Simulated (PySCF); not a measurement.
## Correlation energy of Ne²⁺ (neon, charge +2)

[He] 2s2 2p4, high-spin 3P determinant. Computed with PySCF 2.14 in aug-cc-pwCVTZ (7s6p4d2f, 59 functions), with no relativity, point nucleus. Frozen: nothing; 8 electrons correlated.

| level | correlation energy (mhartree) |
| --- | --- |
| CCSD | -222.79 |
| (T) | -1.90 |
| CCSD(T) | -224.69 |

Diagnostics: T1 = 0.0024, D1 = 0.0066, largest double amplitude 0.021.

Task: Is a single reference adequate?

Result: Yes: T1 lies below 0.03 and no double amplitude reaches 0.07.
